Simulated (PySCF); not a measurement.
[Yb(NH3)2]3+: one run

[Yb(NH3)2]3+ (singlet in the valence; each metal's 4f electrons, 13 of them, lie in its core potential, out of spins and levels). PySCF 2.14.0, RKS wB97X, Yb lcecp-1-SVP with ECP59, N def2-SVP, H def2-SVP; non-relativistic Hamiltonian with scalar-relativistic core potentials where named; density fitting; no spin-orbit coupling. Purpose: level wB97X.

```python
mol = gto.M(atom='''
Yb    -0.18975     1.11288    -0.00009
N      0.02887    -0.18136     1.91534
H      0.91626    -0.03584     2.45761
H     -0.71024    -0.02044     2.64334
H      0.00489    -1.22139     1.78777
N      0.03712    -0.17806    -1.91677
H      0.90181    -0.76806    -1.97735
H     -0.72907    -0.87167    -2.09677
H      0.06719     0.36741    -2.81309''',
    basis={'Yb': 'lcecp-1-SVP', 'N': 'def2-SVP', 'H': 'def2-SVP'},
    ecp={'Yb': 'lcecp-1-SVP'},
    charge=3, spin=0)
mf = dft.RKS(mol, xc='WB97X')
mf.grids.atom_grid = (75, 302)  # f atoms: unpruned, at least (60, 302)
mf = mf.density_fit()  # fitting sets: Yb AutoAux, N def2-universal-JKFIT, H def2-universal-JKFIT
mf.conv_tol = 1e-08; mf.max_cycle = 55
mf.kernel(dm0)  # dm0: converged density of the relaxed state
mf.nuc_grad_method().kernel()
```

Run from Python with OMP_NUM_THREADS=2; the lines above give its settings. Where DIIS fails, smearing, a level shift and second-order steps follow.
It took 6.3 s on 2 threads of Arm Neoverse V1 (shared host), from an already converged density.

(1) Where do the frontier levels lie, over both spins?

(2) What are the Mulliken charges and spins?

(3) What forces act on the atoms (eV/Å)?

The geometry was relaxed with TPSS (Yb lcecp-1-SVP with ECP59, N def2-SVP, H def2-SVP).

An lcecp potential fixes the number of 4f electrons, so in runs with it no electron can move into or out of that shell.

Results:

(1) HOMO -28.70 eV, LUMO -15.93 eV. The 4f levels lie in the core potential and are missing.

(2) 
| atom | charge (e) | spin (e) |
| --- | --- | --- |
| Yb1 | 2.102 | 0.000 |
| N2 | -0.402 | 0.000 |
| H3 | 0.284 | 0.000 |
| H4 | 0.284 | 0.000 |
| H5 | 0.282 | 0.000 |
| N6 | -0.400 | 0.000 |
| H7 | 0.282 | 0.000 |
| H8 | 0.283 | 0.000 |
| H9 | 0.284 | 0.000 |
The spin of the 4f electrons in the core isn't counted.

(3) 
```
Yb   0.02 -0.08  0.00
N    0.03 -0.07  0.18
H   -0.30 -0.09 -0.13
H    0.25 -0.10 -0.18
H    0.01  0.30  0.08
N    0.00 -0.09 -0.15
H   -0.27  0.16 -0.03
H    0.26  0.19  0.01
H    0.00 -0.22  0.23
```
Forces carry noise of the integration grid, about 0.01 to 0.03 eV/Å.
